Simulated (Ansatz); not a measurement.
The cluster B₂N₂. Total charge 0; triplet. Geometry PBE0-D4/def2-TZVPD, that of the charge -1 doublet; atoms count from 1.

```csv
atom,x (Å),y (Å),z (Å)
B1,1.7985,-0.6993,-0.4656
B2,-0.5988,0.2329,0.1550
N3,-1.8065,0.7032,0.4677
N4,0.6068,-0.2367,-0.1571
```

The structure comes from a short search, and lower isomers may exist.

Q: Estimate the Mulliken populations from the PBE0/def2-TZVPD orbitals of Ansatz.

A: 
| atom | charge (e) | spin (α − β) |
| --- | --- | --- |
| B1 | 0.50 | 0.53 |
| B2 | -0.44 | 0.10 |
| N3 | -0.03 | 0.73 |
| N4 | -0.04 | 0.64 |
Mulliken values and Mayer orders depend strongly on the basis. With diffuse functions, as here, like atoms can get unlike values, and bond orders can come out too low or too high.

Q: Where does the spin sit?

A: Summed by element: B 0.63, N 1.37, of 2 unpaired in all. Largest on single atoms: N3 0.73, N4 0.64, B1 0.53.

Q: And the Mayer bond orders between bonded heavy atoms (over 0.3)?

A: B1–N4 3.20 (1.32 Å); B2–N3 1.85 (1.33 Å); B2–N4 1.98 (1.33 Å). Values over 0.3 also appear between atoms too far apart for a bond (N3–N4 0.40 at 2.66 Å); they arise where an orbital or an unpaired electron spreads over both atoms.
